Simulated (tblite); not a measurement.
Compound: C2H6Cl3Si2 (doublet state).
Z-matrix (Å and degrees, GFN2-xTB geometry), rows numbered from 1:
```
Si
C   1  1.9257
Si  2  1.8931  1  116.07
Cl  3  2.0328  2  112.44  1    65.99
C   3  1.9409  2  111.13  1   -52.48
Cl  5  1.7969  3  111.06  2    73.31
Cl  5  1.7753  3  109.49  2   -47.35
H   1  1.4614  2  109.41  3   -49.25
H   1  1.4594  2  109.12  3    73.66
H   1  1.4654  2  106.38  3  -168.02
H   2  1.0892  1  108.06  3  -123.35
H   2  1.0899  1  108.34  3   122.00
H   5  1.0895  3  114.39  2  -166.82
```

Computed geometry: GFN2-xTB, gas phase. This method treats the open shell by occupation alone, without spin polarisation.

Masses are those of the commonest isotopes; rigid-rotor values at the optimised geometry. The values belong to one conformer with, in the numbering `[SiH3:1][CH2:2][Si:3]([Cl:4])[CH:5]([Cl:6])[Cl:7]`, Si1–C2–Si3–Cl4 66°, C2–Si3–C5–Cl6 73°.

What are A, B and C (cm⁻¹)?

Ia = 487.40, Ib = 612.01, Ic = 743.64 u·Å²; 505379 MHz·u·Å²/I gives 1037, 825.8 and 679.6 MHz, that is A = 0.03459, B = 0.02754, C = 0.02267 cm⁻¹.

Classify the top.

An asymmetric top; Ray's κ = -0.182.

Is it planar, by Δ = Ic − Ia − Ib?

Not planar: Δ = Ic − Ia − Ib = -355.77 u·Å². For a rigid frame Δ = −2 Σ m c², so Σ m c² = 177.89 u·Å² lies off the ab plane: 9.34 from hydrogen and 168.54 from heavier atoms. The atom farthest from that plane is 1.73 Å away.

Give the other two planar moments, Paa and Pbb, and the rms extents of the mass along the axes.

Paa = Σ m a² = (Ib + Ic − Ia)/2 = 434.13 and Pbb = Σ m b² = (Ia + Ic − Ib)/2 = 309.51 u·Å². With the mass M = 190.91 u, the rms extents √(P/M) along a, b and c are 1.51, 1.27, 0.97 Å.

Where do the levels up to J = 3 lie, in cm⁻¹?

Above 0(0,0):
J = 1: 1(0,1) 0.0502, 1(1,1) 0.0573, 1(1,0) 0.0621
J = 2: 2(0,2) 0.1488, 2(1,2) 0.1528, 2(1,1) 0.1674, 2(2,1) 0.1886, 2(2,0) 0.1904
J = 3: 3(0,3) 0.2935, 3(1,3) 0.2952, 3(1,2) 0.3240, 3(2,2) 0.3392, 3(2,1) 0.3470, 3(3,1) 0.3876, 3(3,0) 0.3880
The levels of one J sum to (2J + 1)J(J + 1)(A + B + C)/3.

For this open shell read J as N, the rotation without spin; fine and hyperfine splittings come on top. Its GFN2-xTB frequencies are all real (lowest 39 cm⁻¹). No vibrational averaging or centrifugal distortion is included, and the geometry carries the error of its method.
